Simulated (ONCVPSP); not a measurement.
## Cutoff test, Os, ONCV

- Element: osmium
- Generator: ONCVPSP 4.0.1
- Type: optimised norm-conserving Vanderbilt (ONCV)
- Functional: PBE
- Relativity: fully relativistic
- Frozen core: [Kr] 4d10 4f14
- Valence charge: 16
- Reference configuration: 5s2 5p6 5d6 6s2
- Partial waves: 5s+6s: rc 1.70 bohr, ncon 5, nbas 8, qcut 6.6 1/bohr, 2 projectors; 5p: rc 1.70 bohr, ncon 4, nbas 8, qcut 9.4 1/bohr, 3 projectors, debl 0.5 Ha; 5d: rc 1.95 bohr, ncon 4, nbas 8, qcut 8.7 1/bohr, 1 projector
- Local potential: polynomial inside 1.40 bohr (lpopt 5, dvloc0 3 Ha)
- Core correction: Teter function, fcfact 3.25, rcfact 1

Open shells are filled in proportion to 2j + 1.

In the p channel the program set the typed energies aside and used -1.744, 0.250, 0.750 Ha (j = l + 1/2; the other j can differ).

For each optimised wave give the share of its norm inside rc, the residual kinetic energy above qcut (Ha) and the cutoffs (Ha) for errors of 10, 1, 0.1 and 0.01 mHa per electron.

```csv
wave,norm inside rc,residual KE,10 mHa,1 mHa,0.1 mHa,0.01 mHa
5s,0.968,5.2e-04,15.8,20.3,50.4,61.4
6s,0.080,2.8e-04,12.9,18.9,31.7,63.5
5p j=3/2,0.885,3.7e-08,16.7,25.5,31.1,35.5
p projector 2 j=3/2,0.080,4.1e-08,8.8,23.4,30.3,35.6
p projector 3 j=3/2,0.048,3.8e-08,8.0,22.3,29.8,35.3
5p j=1/2,0.931,3.1e-08,11.2,22.7,29.7,34.6
p projector 2 j=1/2,0.087,6.4e-08,9.7,21.2,29.8,35.6
p projector 3 j=1/2,0.055,5.9e-08,9.2,19.3,29.3,35.4
5d j=5/2,0.637,5.8e-09,13.0,17.7,21.8,25.8
5d j=3/2,0.675,6.5e-09,13.9,18.7,23.1,27.0
```

The occupied waves need 25 Ha and 50 Ha for 1 and 0.1 mHa.
